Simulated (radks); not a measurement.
Valence configurations of Bi+. Method: scalar-relativistic Kohn-Sham, PBEsol, spin-unpolarised, spherical densities, point nucleus; computed with a radial shooting solver on a logarithmic mesh with Libxc functionals. Energies are relative to [Hg] 6p2; eigenvalues in eV.

| valence | E (eV) | e(4f) | e(5d) | e(6p) | e(6s) |
|---|---|---|---|---|---|
| [Hg] 6p2 | 0.000 | -160.81 | -35.190 | -11.483 | -22.194 |
| [Xe] 4f14 5d10 6s1 6p3 | 10.856 | -162.64 | -36.856 | -12.277 | -23.280 |
| [Xe] 4f14 5d9 6s2 6p3 | 25.363 | -167.25 | -39.901 | -12.865 | -24.442 |
| [Xe] 4f14 5d8 6s2 6p4 | 54.055 | -173.73 | -44.528 | -14.159 | -26.571 |
| [Xe] 4f13 5d9 6s2 6p4 | 189.29 | -187.84 | -46.553 | -14.276 | -26.873 |
| [Xe] 4f12 5d10 6s2 6p4 | 336.77 | -202.26 | -48.572 | -14.386 | -27.156 |
| [Xe] 4f11.5 5d10 6s2 6p4.5 | 433.21 | -213.00 | -52.026 | -15.083 | -28.359 |
| [Xe] 4f11.5 5d9 6s2 6p5.5 | 471.92 | -219.85 | -56.858 | -16.328 | -30.426 |
| [Xe] 4f11 5d10 6s2 6p5 | 534.70 | -223.88 | -55.520 | -15.771 | -29.549 |
| [Xe] 4f10.5 5d10 6s2 6p5.5 | 641.31 | -234.90 | -59.054 | -16.453 | -30.728 |

NIST lists [Hg] 6p2 as the ground configuration; this level of theory agrees among the configurations tried. The energies are those of spherical spin-averaged densities, not of single terms.
